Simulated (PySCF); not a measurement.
# Two-component Hartree-Fock for Ta (tantalum, neutral)

Start: [Xe] 4f14 5d2 6s2 7s1; 5d5/2 filled at m_j = +3/2, +5/2; 7s1/2 filled at m_j = +1/2. Calculated with PySCF 2.14 in x2c-SVPall-2c with one added diffuse shell each of s, d type (8s9p10d2f, 99 functions): generalised Hartree-Fock with the X2C-1e Hamiltonian and a Gaussian nucleus; one run each with spin-orbit coupling (SO) switched off, then screened by Boettger's factors. This is a chosen level, not necessarily the ground level.

```tsv
spinor shell	electrons	ε, spin-free (eV)	ε, screened SO (eV)	weight of nominal j (screened SO)	rms radius, screened SO (bohr)
1s1/2	2	-67778.6	-67751.4	1.000	0.0212
2s1/2	2	-11790.9	-11777.2	1.000	0.0853
2p1/2	2	-10336.7	-11235.7	1.000	0.0726
2p3/2	4	-10336.7	-9959.2	1.000	0.0799
3s1/2	2	-2767.8	-2758.3	1.000	0.218
3p1/2	2	-2327.6	-2517.8	1.000	0.210
3p3/2	4	-2327.6	-2238.1	1.000	0.225
3d3/2	4	-1808.4	-1836.1	1.000	0.199
3d5/2	6	-1808.4	-1775.8	1.000	0.203
4s1/2	2	-601.66	-593.65	1.000	0.488
4p1/2	2	-454.57	-493.00	1.000	0.497
4p3/2	4	-454.57	-428.03	1.000	0.530
4d3/2	4	-262.58	-262.25	1.000	0.557
4d5/2	6	-262.58	-250.02	1.000	0.569
5s1/2	2	-94.033	-86.763	1.000	1.19
5p1/2	2	-54.780	-54.406	0.972	1.37
5p3/2	4	-54.780	-45.295	0.985	1.41
4f5/2	6	-47.534	-41.006	0.992	0.704
4f7/2	8	-47.534	-39.067	0.995	0.707
7s1/2	1	-2.280	-8.571	0.059	2.44
5d5/2	2	-14.605	-8.404	0.741	2.40
6s1/2	2	-11.001	-6.975	0.888	3.67
```

```tsv
quantity	spin-free	screened SO
E (hartree)	-15592.05062	-15609.49558
M_J	9/2	9/2
⟨J²⟩	24.872	24.915
⟨L²⟩	12.043	12.808
⟨S²⟩	3.828	4.025
```

Each row is a mean over spinors that exchange with the open shell spreads, by up to 5.016 eV (5p3/2).

Rows whose weight is well below 1 are mixtures of j = l ± 1/2: exchange outweighs spin-orbit coupling there, and the label is only the starting occupation.

⟨J²⟩ departs a little from M_J(M_J + 1) because the unrestricted spinors polarise the closed shells.

Breit and QED terms are absent; they matter most for the inner s and p1/2 levels.

Densities and radii are taken from the X2C orbitals without a picture-change correction, which distorts them close to the nucleus.

Without spin-orbit coupling the j labels of p, d and f shells carry no meaning; the spin-free column gives the mean over the occupied spinors of each nl shell.
